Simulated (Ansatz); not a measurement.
Se(I)(GeH3) (GeH₃ISe), SMILES [GeH3][Se]I.

The structure is a stationary point at B3LYP-D3(BJ)/def2-SVP. The structure was generated by enumeration, and PubChem lists no compound with its InChIKey, so it may never have been made. The def2 effective core potentials stand for the cores of I; spin–orbit coupling is left out.

Two levels are set side by side: PBE/def2-SVPD (Ansatz, an electronic-structure program) and PBE0/def2-SVPD (Ansatz). Energy differences of separate SCF runs at the same geometry; the states with an electron removed or added have multiplicity 2 and 2. Differences are taken from unrounded values.

| quantity | PBE0 |
|---|---|
| vertical ionisation energy (eV) | 8.64 |
| vertical electron affinity (eV) | 1.36 |
| vertical singlet–triplet gap (eV) | 1.67 |

### Question
What does PBE give, and how far is it from PBE0? (An estimate is asked for; the answer gives what the named calculation found.)

### Answer

```
quantity                            PBE  PBE minus PBE0
---------------------------------  ----  --------------
vertical ionisation energy (eV)    8.40           -0.24
vertical electron affinity (eV)    1.32           -0.04
vertical singlet–triplet gap (eV)  1.58           -0.09
```
